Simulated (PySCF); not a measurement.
## The second ionisation energy along group 15

All values are computed (PySCF 2.14, energy differences of UHF-based or UKS calculations, no spin-orbit coupling). Values in eV. The last column holds reference values (NIST; (s) semi-empirical, (t) theoretical, else measured). Unmarked ones compare directly (S terms, centres of terms, or small fine structure); those marked * lie between the lowest fine-structure levels and include a spin-orbit shift.

```csv
element,configurations,UHF,MP2 (valence),SCS-MP2 (valence),CCSD (valence),CCSD(T) (valence),MN15,reference
"N (cc-pVTZ-DK, spin-free X2C)",[He] 2s2 2p2 → [He] 2s2 2p1,29.185,29.598,29.462,29.444,29.460,29.664,29.601 (s) *
"P (cc-pVTZ-DK, spin-free X2C)",[Ne] 3s2 3p2 → [Ne] 3s2 3p1,19.151,19.598,19.508,19.636,19.670,19.784,19.769 (s) *
"As (cc-pVTZ-DK, spin-free X2C)",[Ar] 3d10 4s2 4p2 → [Ar] 3d10 4s2 4p1,17.977,18.348,18.273,18.380,18.404,18.614,18.589 *
```

"Valence" correlates the outer s and p shells and, in groups 3 to 12 and the f block, the outer d or f shell, open or full, or the next shell where the ion has no valence electron left; the wider scheme adds the next inner shell.
